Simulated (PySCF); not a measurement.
An unknown shows these calculated signals:

¹H NMR (400 MHz, computed): δ 6.26 (m, 1H), 6.25 (m, 1H), 2.23 (m, 3H).

¹³C{¹H} NMR (computed): δ 142.0 (C), 138.5 (C), 133.4 (CH2), 24.5 (CH3).

Theory: geometry: GFN2-xTB, σ from GIAO-PBE0/pcSseg-1, in PySCF (no solvent model, relativity neglected, one computed conformer, equivalent nuclei averaged).

Referencing at the same level of theory: ¹H (σref 31.72), ¹³C (σref 186.93) vs TMS.

Problem. Which of these does the molecule contain: a methoxy group, a Si–CH3 group, a CF3 group, an aldehyde, a non-aromatic C=C double bond?

Solution. 
- A methoxy group: no.
- A Si–CH3 group: no.
- A CF3 group: yes (δC 138.5).
- An aldehyde: no.
- A non-aromatic C=C double bond: yes.

The data belong to SMILES C(=C)(C)P(C(F)(F)F)C(F)(F)F, C5H5F6P; they needn't prove each group on their own.

Carbon signals by region: 3 in the sp2 and nitrile region (100–160 ppm), 1 below 50 ppm.

Splittings by ¹⁹F and ³¹P in the carbon and heteronuclear signals aren't shown, as no couplings were computed. Shifts are as computed. Against solution values, carbons near 30 ppm lie about +3 ppm off and those near 130 ppm about +5 ppm. Of 1211 compounds with measured shifts, 218 miss one by over three times the rms of a fit or turn the order of signals round; such compounds aren't used in these exercises. No couplings were computed; multiplicities are counted from neighbouring protons, with m where these are inequivalent, close in shift, in a saturated or five-membered ring or joined by F or P, and br s for small geminal =CH2 splittings.
